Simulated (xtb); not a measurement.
chloro-(4-chlorosilylphenyl)silane (C₆H₈Cl₂Si₂), SMILES Cl[SiH2]c1ccc([SiH2]Cl)cc1. All values are semi-empirical tight-binding results from xtb (GFN2-xTB unless named), good for trends rather than for accurate numbers. The structure is a stationary point at GFN2-xTB. Other conformers were not sampled.

A frequency run showed that this geometry is not a minimum.

| Item | Value |
|---|---|
| point group as xtb finds it | C2h |
| orbital gap | 3.69 eV |
| dipole moment | 0.02 D |
| static polarisability (D4 model) | 146.9 bohr³ |
| solvation energy, GFN2-xTB/ALPB(water) | -1.4 kcal/mol |
| solvation energy, GFN2-xTB/ALPB(toluene) | -6.8 kcal/mol |
